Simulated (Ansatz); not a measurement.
`COBF`. Total charge 0; spin multiplicity 1. Geometry: relaxed with PBE0-D4/def2-TZVP. It is one conformer, not always the lowest.

```xyz
8

C    -0.508   -0.300    0.906
O    -0.364   -0.384   -0.497
B     0.569    0.316   -1.154
F     0.631    0.174   -2.469
H     0.223    0.383    1.346
H    -0.376   -1.295    1.335
H    -1.515    0.053    1.138
H     1.339    1.053   -0.606
```

Problem. What is the dipole moment at B3LYP/def2-TZVPP? (Estimate.)

Solution. Computed: 2.56 D, with components (-0.15, 0.25, 2.55) D in this frame, pointing from negative to positive charge.

Problem. And with PBE, r2SCAN, ωB97M-V? (An estimate is asked.)

Solution. The calculation gave: PBE 2.42 D, r2SCAN 2.48 D, ωB97M-V 2.54 D.

Problem. Give the Mulliken charges with B3LYP, PBE, ωB97M-V in def2-TZVPP. (An estimate is asked.)

Solution. Ansatz gave: 
```tsv
atom	B3LYP	PBE	ωB97M-V
C1	-0.09	-0.11	-0.13
O2	-0.27	-0.20	-0.27
B3	0.31	0.26	0.28
F4	-0.24	-0.20	-0.24
H5	0.08	0.08	0.09
H6	0.11	0.11	0.12
H7	0.11	0.11	0.12
H8	-0.02	-0.05	0.01
```

B3LYP here is the variant with VWN-RPA as its local correlation; programs differ in this.
